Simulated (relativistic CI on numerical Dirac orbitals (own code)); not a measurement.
Fe3+: L2,3 absorption edge

Computed with this model: Dirac-Coulomb-Breit CI, separate exchange-only KLI orbitals for each configuration, a model potential for QED, multiplet model of core-to-valence dipole absorption, unscaled Slater integrals; configurations [Ar] 3d5 → [He] 2s2 2p5 3s2 3p6 3d6; 80 K; Lorentzian 0.6 eV and Gaussian 0.3 eV FWHM. Energies are those of the free ion, without screening or charge transfer. The branching ratio is the share of the lower-energy edge in the whole absorption, uncertain by about 0.02 where the edges overlap. S is read from ⟨S²⟩ = S(S + 1).

Field parameters in Wybourne normalisation: Td as Oh with Dq negative (B⁴₀ = 21Dq, B⁴₄ = √(5/14) B⁴₀). The field is a parameter set, without covalency.

Computed curve for Td, 10Dq = -15650 cm⁻¹, scaled to 100 at the maximum (points under 2 are left out and the grid is thinned):

(Energy (eV), Intensity): (708.8, 2.1), (709.2, 3.5), (709.5, 6.2), (709.9, 15.7), (710.2, 17.3), (710.6, 9.4), (711.0, 8.6), (711.3, 11.1), (711.7, 14.2), (712.0, 20.5), (712.4, 39.1), (712.8, 67.6), (713.1, 98.8), (713.5, 78.6), (713.9, 45.6), (714.2, 38.7), (714.6, 36.7), (714.9, 33.5), (715.3, 27.0), (715.7, 14.9), (716.0, 10.1), (716.4, 8.0), (716.7, 8.7), (717.1, 10.5), (717.5, 9.7), (717.8, 9.7), (718.2, 13.3), (718.5, 12.3), (718.9, 9.9), (719.3, 7.0), (719.6, 4.7), (720.0, 3.1), (720.4, 2.6), (720.7, 2.4), (721.1, 2.4), (721.4, 2.8), (721.8, 4.0), (722.2, 4.2), (722.5, 3.3), (722.9, 2.7), (723.2, 2.7), (723.6, 4.0), (724.0, 7.7), (724.3, 9.3), (724.7, 7.4), (725.0, 6.2), (725.4, 8.3), (725.8, 10.7), (726.1, 10.9), (726.5, 12.2), (726.9, 10.5), (727.2, 12.1), (727.6, 13.6), (727.9, 11.9), (728.3, 13.8), (728.7, 16.5), (729.0, 10.5), (729.4, 5.3), (729.7, 3.4), (730.1, 2.1)

The ground state has S = 2.50, and the centroid lies at 716.70 eV.
